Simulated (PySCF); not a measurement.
Members of one family of related compounds. Method used: TDDFT B3LYP/def2-SVPD, vertical, gas phase, core orbitals frozen in the response, def2 core potentials past Kr in PySCF 2.14.0, density-fitted response routines. Geometries: PBE0-D3(BJ)/def2-SVP; one conformer of each isolated species. Triplets are in the Tamm–Dancoff approximation. Atoms past krypton carry core potentials; spin–orbit coupling is left out.

Problem. Rank by computed lowest triplet energy, lowest first.
A. SnMe3(NHiPr) (`CC(C)[NH][Sn]([CH3])([CH3])[CH3]`)
B. Sn(GeH3)Me3 (`[CH3][Sn]([CH3])([CH3])[GeH3]`)
C. SnHMe3 (`[H][Sn]([CH3])([CH3])[CH3]`)
D. SnBrMe3 (`[CH3][Sn]([CH3])([CH3])[Br]`)
E. Sn(NH2)Me3 (`[CH3][Sn]([CH3])([CH3])[NH2]`)
F. Sn(NMeEt)Me3 (`CC[N](C)[Sn]([CH3])([CH3])[CH3]`)
G. SnPhMe3 (`[CH3][Sn]([CH3])([CH3])[c]1ccccc1`)
H. Sn(SMe)Me3 (`C[S][Sn]([CH3])([CH3])[CH3]`)

Solution. G (4.11 eV), F (4.42 eV), H (4.55 eV), A (4.74 eV), E (4.99 eV), D (5.33 eV), B (5.59 eV), C (6.55 eV).

```json
{"SMILES": "[CH3][Sn]([CH3])([CH3])[c]1ccccc1", "T1 (eV)": "4.11", "first f ≥ 0.01 (nm)": "213", "S1 (eV)": "5.29", "f (S1)": "0.000", "gap (eV)": "6.32", "S1 mainly": "H→L+1 (50%)"}
{"SMILES": "CC[N](C)[Sn]([CH3])([CH3])[CH3]", "T1 (eV)": "4.42", "first f ≥ 0.01 (nm)": "274", "S1 (eV)": "4.53", "f (S1)": "0.011", "gap (eV)": "5.25", "S1 mainly": "H→L (97%)"}
{"SMILES": "C[S][Sn]([CH3])([CH3])[CH3]", "T1 (eV)": "4.55", "first f ≥ 0.01 (nm)": "255", "S1 (eV)": "4.87", "f (S1)": "0.027", "gap (eV)": "5.78", "S1 mainly": "H→L (79%)"}
{"SMILES": "CC(C)[NH][Sn]([CH3])([CH3])[CH3]", "T1 (eV)": "4.74", "first f ≥ 0.01 (nm)": "250", "S1 (eV)": "4.97", "f (S1)": "0.039", "gap (eV)": "5.72", "S1 mainly": "H→L (95%)"}
{"SMILES": "[CH3][Sn]([CH3])([CH3])[NH2]", "T1 (eV)": "4.99", "first f ≥ 0.01 (nm)": "230", "S1 (eV)": "5.39", "f (S1)": "0.080", "gap (eV)": "6.26", "S1 mainly": "H→L (96%)"}
{"SMILES": "[CH3][Sn]([CH3])([CH3])[Br]", "T1 (eV)": "5.33", "first f ≥ 0.01 (nm)": "215", "S1 (eV)": "5.76", "f (S1)": "0.049", "gap (eV)": "6.74", "S1 mainly": "H-1/H→L (88%)"}
{"SMILES": "[CH3][Sn]([CH3])([CH3])[GeH3]", "T1 (eV)": "5.59", "first f ≥ 0.01 (nm)": "203", "S1 (eV)": "6.10", "f (S1)": "0.154", "gap (eV)": "6.80", "S1 mainly": "H→L (95%)"}
{"SMILES": "[H][Sn]([CH3])([CH3])[CH3]", "T1 (eV)": "6.55", "first f ≥ 0.01 (nm)": "180", "S1 (eV)": "6.87", "f (S1)": "0.060", "gap (eV)": "7.72", "S1 mainly": "H-1/H→L (98%)"}
```

H and L stand for HOMO and LUMO. A slash joins orbitals within 0.01 eV of each other, whose weights are summed (≥ marks a lower bound).
